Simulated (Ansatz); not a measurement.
Basis-set extrapolation for C$_{2}$H$_{7}$BFNO (`CN(C)B(O)F`) (PBE0-D4/def2-TZVP geometry, frozen core, the Gaussian-basis code of Ansatz). Multiplicity 1, RHF reference.

|  | def2-TZVPP | def2-QZVPP |
| --- | --- | --- |
| HF | -333.542975 | -333.558687 |
| MP2 correlation | -1.142586 | -1.229806 |
| CCSD(T) correlation | -1.219643 | not run |

Energies in hartree. Use E(X) = E(∞) + A·exp(−7.88·√X) for Hartree–Fock and E(X) = E(∞) + B·X^(−2.97) for correlation, with X = 3 and 4, and add CCSD(T) minus MP2 of the smaller set to the MP2 limit.

Q: What is the CCSD(T) energy at the basis-set limit?

A: HF limit: -333.558687 + (-0.015712) × 0.13774 = -333.56085. MP2 limit: -1.229806 + (-0.087220) × 0.74074 = -1.29441. Higher-order term: -1.219643 − (-1.142586) = -0.07706. Total: -334.93232 hartree, 106.5 kcal/mol below CCSD(T)/def2-TZVPP.
